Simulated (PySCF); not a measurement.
A small calculation by hand: chemical shift, span and skew from a shielding tensor

C5H5F, SMILES C=C=C(F)C=C. Atoms are numbered in the order given.

```xyz
11

C     -0.4088     2.5911     0.0000
C     -0.0943     1.3244     0.0000
C      0.1875     0.0346     0.0000
F      1.4669    -0.3706     0.0000
C     -0.8000    -1.0334     0.0000
C     -0.4805    -2.3330     0.0000
H     -0.5447     3.1489    -0.9352
H     -0.5447     3.1489     0.9352
H     -1.8433    -0.7061     0.0000
H      0.5627    -2.6568     0.0000
H     -1.2554    -3.1021     0.0000
```
Charge 0, spin multiplicity 1.

The structure is a stationary point at PBE0-D3(BJ)/def2-SVP. Other conformers were not sampled.

GIAO shieldings from PBE/pcSseg-1 (PySCF), non-relativistic, no solvent. The symmetric part of the tensor of F4 has the principal values 243.9, 324.8, 391.8 ppm. The same nucleus in CFCl3 has σ = 133.6 ppm at this level (PySCF, at its B3LYP-D3(BJ)/def2-TZVP geometry).

### Question
Work out the isotropic shielding, the ¹⁹F shift against CFCl3, the span and the skew.

### Answer

σ(iso) = (σ11 + σ22 + σ33)/3 = 320.2 ppm. δ = σ(ref) − σ(iso) = 133.6 − (320.2) = -186.6 ppm.
Span Ω = σ33 − σ11 = 147.9 ppm. Skew κ = 3(σ(iso) − σ22)/Ω = -0.09. Tumbling in solution averages the tensor to δ; in a static solid the shielding alone would spread this spin-1/2 line over Ω.
